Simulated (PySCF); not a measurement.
## Assignment exercise: C$_{3}$H$_{8}$F$_{2}$OSi$_{2}$

Mapped SMILES: `[CH3:1][O:2][SiH2:3][C:4]([SiH3:5])=[C:6]([F:7])[F:8]`. Hydrogens are named by the atom that carries them.

No relativistic terms, one averaged value for each set of equivalent atoms, a single conformation, no solvent model. GIAO PBE0/pcSseg-1 shieldings; geometry: GFN2-xTB; PySCF 2.14.

δ = σ(ref) − σ, references computed at the same level: TMS for ¹³C and ¹H.

Q: Assign these signals to the numbered atoms. ¹³C{¹H} NMR (computed): δ 167.3, 67.7, 54.0.

A: 
| δ (ppm) | atoms | environment | reason |
| --- | --- | --- | --- |
| 167.3 | C6 | fully substituted alkene carbon | – |
| 67.7 | C4 | fully substituted alkene carbon | – |
| 54.0 | C1 | methyl carbon bonded to O | the inductive effect lowers its shielding |

Q: Assign these signals to the numbered atoms. ¹H NMR (400 MHz, computed): δ 5.27 (s, 2H), 4.29 (s, 3H), 3.86 (s, 3H).

A: 
| δ (ppm) | atoms | environment | reason |
| --- | --- | --- | --- |
| 5.27 | H(Si3) | hydrogen on a silicon bonded to C, O | – |
| 4.29 | H(Si5) | hydrogen on a silicon bonded to C | – |
| 3.86 | H(C1) | hydrogen on a methyl carbon bonded to O | its carbon carries O, which withdraws density |

Splittings by ¹⁹F in the carbon and heteronuclear signals aren't shown, as no couplings were computed. Shifts are as computed. Against solution values, carbons near 30 ppm lie about +3 ppm off and those near 130 ppm about +5 ppm. Of 1211 compounds with measured shifts, 218 miss one by over three times the rms of a fit or turn the order of signals round; such compounds aren't used in these exercises. Multiplicities follow the n + 1 count of equivalent neighbours, as no J values were calculated; m marks all less simple cases, F and P coupling included.
